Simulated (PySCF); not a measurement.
**TDDFT excited states: C2H3Cl3Si**

Si(vinyl)Cl3, C₂H₃Cl₃Si.
SMILES: `C=C[Si](Cl)(Cl)Cl`

Level of theory: TDDFT B3LYP/def2-SVPD, vertical, gas phase, core orbitals frozen in the response (PySCF). Geometry: PBE0-D3(BJ)/def2-SVP, one conformer, isolated molecule.

```json
{"state": "S1", "E (eV)": "6.27", "λ (nm)": "197.8", "ν̃ (cm⁻¹)": "50540", "f": "0.0046", "|μ| (D)": "0.44", "main configurations (H = HOMO, L = LUMO)": "H-2→L (96%)"}
{"state": "S2", "E (eV)": "6.38", "λ (nm)": "194.4", "ν̃ (cm⁻¹)": "51430", "f": "0.0079", "|μ| (D)": "0.57", "main configurations (H = HOMO, L = LUMO)": "H-1→L (98%)"}
{"state": "S3", "E (eV)": "6.38", "λ (nm)": "194.2", "ν̃ (cm⁻¹)": "51490", "f": "0.166", "|μ| (D)": "2.61", "main configurations (H = HOMO, L = LUMO)": "H→L (77%), H-4→L (19%)"}
{"state": "S4", "E (eV)": "6.68", "λ (nm)": "185.7", "ν̃ (cm⁻¹)": "53850", "f": "0.0001", "|μ| (D)": "0.05", "main configurations (H = HOMO, L = LUMO)": "H-3→L (99%)"}
{"state": "S5", "E (eV)": "6.96", "λ (nm)": "178.1", "ν̃ (cm⁻¹)": "56140", "f": "0.0001", "|μ| (D)": "0.06", "main configurations (H = HOMO, L = LUMO)": "H→L+1 (96%)"}
{"state": "S6", "E (eV)": "7.05", "λ (nm)": "175.7", "ν̃ (cm⁻¹)": "56900", "f": "0.096", "|μ| (D)": "1.89", "main configurations (H = HOMO, L = LUMO)": "H-4→L (76%), H→L (15%)"}
{"state": "S7", "E (eV)": "7.24", "λ (nm)": "171.1", "ν̃ (cm⁻¹)": "58430", "f": "0.0001", "|μ| (D)": "0.07", "main configurations (H = HOMO, L = LUMO)": "H-5→L (75%), H-1→L+1 (22%)"}
{"state": "S8", "E (eV)": "7.36", "λ (nm)": "168.5", "ν̃ (cm⁻¹)": "59330", "f": "0.0007", "|μ| (D)": "0.16", "main configurations (H = HOMO, L = LUMO)": "H-1→L+1 (53%), H→L+2 (32%), H-5→L (11%)"}
{"state": "S9", "E (eV)": "7.37", "λ (nm)": "168.3", "ν̃ (cm⁻¹)": "59430", "f": "0.043", "|μ| (D)": "1.24", "main configurations (H = HOMO, L = LUMO)": "H-6→L (84%)"}
{"state": "S10", "E (eV)": "7.38", "λ (nm)": "168.0", "ν̃ (cm⁻¹)": "59520", "f": "0.014", "|μ| (D)": "0.70", "main configurations (H = HOMO, L = LUMO)": "H→L+2 (61%), H-1→L+1 (19%), H-5→L (10%)"}
```

Triplets, Tamm–Dancoff:

```csv
state,E (eV),λ (nm),"main configurations (H = HOMO, L = LUMO)"
T1,4.07,304.4,H→L (90%)
T2,5.82,213.0,H-2→L (92%)
T3,6.24,198.6,H-1→L (98%)
T4,6.59,188.0,"H-3→L (68%), H-4→L (22%)"
```

The lowest singlet comes at 198 nm (605 kJ/mol) in the vacuum ultraviolet; it is very weak; its leading configuration is HOMO-2→LUMO (96%). The most intense listed level is S3 at 6.38 eV (194 nm, f = 0.166), 0.12 eV above S1. S2/S3 lie within about 0.01 eV of each other. Löwdin shares by element: HOMO carbon 68%, chlorine 21% or more; LUMO carbon 65%, silicon 12%, chlorine 4% or more (atoms not listed hold the other 19%). The oscillator strengths of these states sum to 0.331; summed over the whole spectrum of an exact calculation they would give the number of electrons, 80 (Thomas–Reiche–Kuhn). Of the 10 states listed, 4 reach f = 0.01 and 3 stay under 0.0005. Orbital energies (eV): HOMO-3 -9.31, HOMO-2 -9.16, HOMO-1 -8.95, HOMO -8.40, LUMO -1.74, LUMO+1 -0.53, LUMO+2 0.05. The window holds the lowest 10 singlets.

Time: 47 s wall (grids of density and orbitals included); peak memory 0.76 GiB. Hardware: one thread, AMD EPYC (x86_64) (shared host).
